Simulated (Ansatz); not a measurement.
Method: frozen-core CCSD(T)/cc-pVTZ // B3LYP-D3(BJ)/def2-TZVP run with Ansatz (a first-principles code).

Ansatz 0.2 input:
```yaml
crystal:
  periodic: [false, false, false]
  atoms:
    - { symbol: C, position_ang: [-1.661072, -0.207806, -0.184456] }
    - { symbol: C, position_ang: [-0.446703, 0.201235, -0.516626] }
    - { symbol: C, position_ang: [0.684637, 0.350479, 0.468954] }
    - { symbol: C, position_ang: [1.859869, -0.431658, 0.087634] }
    - { symbol: N, position_ang: [2.779612, -1.045019, -0.227668] }
    - { symbol: H, position_ang: [-1.912697, -0.479819, 0.834128] }
    - { symbol: H, position_ang: [-2.44888, -0.286142, -0.921586] }
    - { symbol: H, position_ang: [-0.214457, 0.457496, -1.544528] }
    - { symbol: H, position_ang: [0.366554, 0.042371, 1.466993] }
    - { symbol: H, position_ang: [0.993134, 1.398862, 0.537153] }
basis:
  gaussian: { orbitals: cc-pVTZ }
correlation:
  method: ccsd_t
```

Output:

```
Functional definition: HF
1262 factors; integrals over basis functions are off by at most 9.1e-4 eV
mean field evaluation 1: about -5679.6576 eV, gradient 3.7e1 eV
mean field evaluation 2: about -5679.9952 eV, gradient 3.7e1 eV
mean field evaluation 4: about -5683.6616 eV, gradient 6.2e0 eV
mean field evaluation 8: about -5683.7821 eV, gradient 3.5e-1 eV
mean field evaluation 16: about -5679.6563 eV, gradient 3.7e1 eV
mean field -5683.78264820 eV, -208.8751597151 hartree, gradient 2.2e-6 eV, S^2 0.000000; 0 other end points of the search recorded, 0 dependent functions left out
5 core orbitals not correlated
reference -5683.78264820 eV, -208.8751597151 hartree; 13, 13 occupied and 202, 202 virtual orbitals, 1262 factors
second order -22.51922868 eV of doubles, -0.00000000 eV of singles
cycle   1  -22.47708359 eV  change    4.2e-2 eV  update   1.1e-1
cycle   2  -23.12500171 eV  change   -6.5e-1 eV  update   3.5e-2
cycle   3  -23.26460148 eV  change   -1.4e-1 eV  update   1.6e-2
cycle   4  -23.26195298 eV  change    2.6e-3 eV  update   4.2e-3
cycle   5  -23.26514118 eV  change   -3.2e-3 eV  update   1.6e-3
cycle   6  -23.26576848 eV  change   -6.3e-4 eV  update   3.6e-4
cycle   7  -23.26579791 eV  change   -2.9e-5 eV  update   1.2e-4
cycle   8  -23.26583630 eV  change   -3.8e-5 eV  update   3.3e-5
cycle   9  -23.26585450 eV  change   -1.8e-5 eV  update   1.2e-5
perturbative correction -1.12714596 eV, -0.0414218499 hartree
Total energy: -5708.17564866 eV, -209.7715859477 hartree
```

Cost: about 2.8 core-minutes (a rough figure).
